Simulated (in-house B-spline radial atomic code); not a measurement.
## Al: [Ne] 3s(1 up, 0 down) 3p(1 up, 0 down) 3d(0 up, 1 down) (an excited or competing configuration)

All numbers are computed (non-relativistic PBE0, spin-polarised, spherical fractional occupations; point nucleus) with a radial B-spline atomic code at the basis-set limit, not measured.

Effective charges: Z_r = [3n² - l(l+1)]/(2<r>) from the radius, Z_e = n√(-2ε) from the energy, and Slater's rules. Values are occupation-weighted means over spin.

| shell | electrons | ε (eV) | <r> (bohr) | Z_r | Z_e | Slater |
| --- | --- | --- | --- | --- | --- | --- |
| 1s | 2 | -1535.7 | 0.1205 | 12.45 | 10.62 | 12.70 |
| 2s | 2 | -121.17 | 0.6251 | 9.60 | 5.97 | 8.85 |
| 2p | 6 | -81.163 | 0.6015 | 8.31 | 4.88 | 8.85 |
| 3s | 1 | -14.471 | 2.346 | 5.75 | 3.09 | 3.85 |
| 3p | 1 | -7.0751 | 2.867 | 4.36 | 2.16 | 3.85 |
| 3d | 1 | -0.64598 | 9.932 | 1.06 | 0.65 | 1.00 |

The least bound orbital is 3d down at -0.646 eV, and it is also the most diffuse (<r> = 9.932 bohr).

Caution: exact exchange at fractional occupations of open shells leaves self-interaction of up to several eV.
